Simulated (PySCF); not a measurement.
Computed with PBE-D3(BJ)/def2-TZVP // r2SCAN-D4/def2-SVP (PySCF 2.14.0). All species are isolated molecules in the gas phase. One relaxed conformer stands for a flexible species; it need not be the lowest. 

Reference species: [Cd(Cl)2] (neutral, multiplicity 1).

```yaml
coordination_number: 2
mean_distance_from_the_central_atom_to_its_bonded_neighbours: 2.276 Å
```

Changed species: [Cd(Cl)(OH)] (Y = OH; the reference has Y = Cl).

**Question.** Predict the effect on the coordination number and mean distance from the central atom to its bonded neighbours.

**Answer.** the coordination number is nearly the same; the mean distance from the central atom to its bonded neighbours decreases by 0.156 Å, to 2.120 Å.
